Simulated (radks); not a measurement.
The numbers below are computed, except where a source is named.
Ionisation of the europium ion Eu2+, [Xe] 4f7, to Eu3+, [Xe] 4f6, under several functionals. Dirac Kohn-Sham, spin-unpolarised, spherical densities, finite nucleus; open shells are shared between the two j in proportion to 2j + 1; a radial shooting solver on a logarithmic mesh with Libxc functionals. The NIST Atomic Spectra Database gives 24.84 eV (semi-empirical). Rank these functionals by the error of their Delta-SCF ionisation energy: PBE; BLYP; exchange-only LDA; PBEsol; revPBE; HCTH/407; OLYP; AM05; B86b exchange with PBE correlation.

Answer. From best to worst: OLYP 24.645 eV (-0.195); HCTH/407 25.204 eV (+0.364); AM05 24.401 eV (-0.439); PBEsol 24.374 eV (-0.466); B86b exchange with PBE correlation 24.350 eV (-0.490); PBE 24.334 eV (-0.506); revPBE 24.266 eV (-0.574); BLYP 24.175 eV (-0.665); exchange-only LDA 22.959 eV (-1.881). Spin polarisation and multiplet splitting are left out, so open shells lie too high by an amount that depends on their filling. Sharing an open shell by 2j + 1 raises it above the true ground level by a part of the spin-orbit splitting, which enters the differences from NIST.

Beside tabulated values, note that spin-unpolarised runs miss the spin-polarisation part of the exchange energy of open shells.
